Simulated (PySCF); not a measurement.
**Relaxation of singlet Hg₂O**

Method: PBE/[O def2-SVP, Hg def2-SVP with ECP60], scalar-relativistic core potentials, density fitting, no spin–orbit coupling, PySCF. A (50,194) grid was used.

A hand-made linear start, of D∞h symmetry, held to at least that symmetry:

```xyz
3
charge 0 multiplicity 1, angstrom
O     0.0000    0.0000    0.0000
Hg    0.0000    0.0000    1.9600
Hg    0.0000    0.0000   -1.9600
```

Optimiser trace:
```tsv
step	E − E(last) (kJ/mol)	largest gradient (Eh/bohr)
0	14.78	0.03306
1	1.15	0.00810
2	0.06	0.00174
3	0.00	0.00013
4	0.00	0.00000
```

It ends at D∞h with O–Hg 2.059 Å (×2); Hg–O–Hg 180.0° (after a last refinement on a finer grid). No frequency check is given, so it may be a saddle point.

Final geometry:
Z-matrix (Å, degrees; charge 0 multiplicity 1):
```
O
Hg 1 2.0586
Hg 1 2.0586 2 180.00
```

No spin–orbit coupling is included, which matters more the heavier the element.
